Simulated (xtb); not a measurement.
Species: HCl2GaO, SMILES `[OH][Ga]([Cl])[Cl]` (charge 0, multiplicity 1).

### Question
Give a relaxed geometry from GFN2-xTB run with xtb.

### Answer
One answer among several that fit: the end point of this relaxation, one of several conformers (outside a Z-matrix the atoms follow the SMILES, hydrogens last).
Z-matrix (Å, degrees):
```
Ga
O 1 1.7483
H 2 0.9572 1 125.03
Cl 1 2.0673 2 114.03 3 -179.94
Cl 1 2.0908 2 118.14 3 0.02
```
